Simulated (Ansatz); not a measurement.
Basis-set extrapolation for BH7OSi2 (`B[SiH2][SiH2]O`) (PBE0-D4/def2-TZVP geometry, frozen core, Ansatz). Multiplicity 1, RHF reference.

```
                      def2-TZVPP   def2-QZVPP
                 HF  -681.558291  -681.581424
    MP2 correlation    -0.591199    -0.636095
CCSD(T) correlation    -0.671251      not run
```

Energies in hartree. Use E(X) = E(∞) + A·exp(−7.88·√X) for Hartree–Fock and E(X) = E(∞) + B·X^(−2.97) for correlation, with X = 3 and 4, and add CCSD(T) minus MP2 of the smaller set to the MP2 limit.

Problem. What is the CCSD(T) energy at the basis-set limit?

Solution. HF limit: -681.581424 + (-0.023133) × 0.13774 = -681.58461. MP2 limit: -0.636095 + (-0.044896) × 0.74074 = -0.66935. Higher-order term: -0.671251 − (-0.591199) = -0.08005. Total: -682.33401 hartree, 274.3 kJ/mol below CCSD(T)/def2-TZVPP.
